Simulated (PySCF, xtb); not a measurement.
C₃H₅FOSi, SMILES [Si@@H](C#C)(F)CO.

GFN2-xTB (xtb) at its own geometry gives an orbital gap of 4.40 eV and a dipole moment of 1.93 D.

Coordinates come from a ωB97X-D3(BJ)/def2-SVP optimisation. The structure was generated by enumeration; whether it is a known compound was not checked. The values are those of a single conformer.

Question: What does PBE0/def2-TZVP (PySCF) give? (The exact figures need the calculation; the answer reports its results.)

Answer: gap 6.92 eV (levels -7.76 and -0.84 eV), dipole 1.73 D.
